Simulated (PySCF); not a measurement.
Compound: C2H11BNPSi.
Bonds: B1–P2, P2–Si3, Si3–N4, N4–C5, N4–C6. Hydrogens: H7, H8 on B1; H9 on P2; H10, H11 on Si3; H12, H13, H14 on C5; H15, H16, H17 on C6.

Torsions of this conformer, `[BH2:1][PH:2][SiH2:3][N:4]([CH3:5])[CH3:6]`: B1–P2–Si3–N4 174°, P2–Si3–N4–C5 141°.

The closed-shell ground state was solved at several levels (PySCF, density fitting, gas phase, non-relativistic). The structure is a single PBE0-D3(BJ)/def2-SVP conformer in the gas phase; no vibrational or solvent corrections.

| level | basis functions | HOMO (eV) | LUMO (eV) | gap (eV) | dipole (D) |
| --- | --- | --- | --- | --- | --- |
| PBE0/pcSseg-1 | 171 | -6.51 | -1.54 | 4.97 | 2.21 |
| wB97X-D/def2-SVPD | 216 | -8.34 | 0.27 | 8.61 | 2.01 |

**Question.** What might B97-2/pcSseg-1 (171 basis functions) give for the same quantities?

**Answer.** HOMO -6.27 eV, LUMO -1.52 eV, gap 4.75 eV, dipole 2.17 D.

**Question.** Over all these levels, which gives the widest orbital gap and which the narrowest?

**Answer.** wB97X-D/def2-SVPD (range-separated hybrid) has the widest, 8.61 eV, and B97-2/pcSseg-1 (global hybrid, 21 % exact exchange) the narrowest, 4.75 eV. Functional and basis both differ between the two, so the spread mixes both effects.

**Question.** How far do the dipole and the HOMO energy spread over the levels?

**Answer.** The dipole runs from 2.01 to 2.21 D (mean 2.13 D) and the HOMO from -8.34 to -6.27 eV.
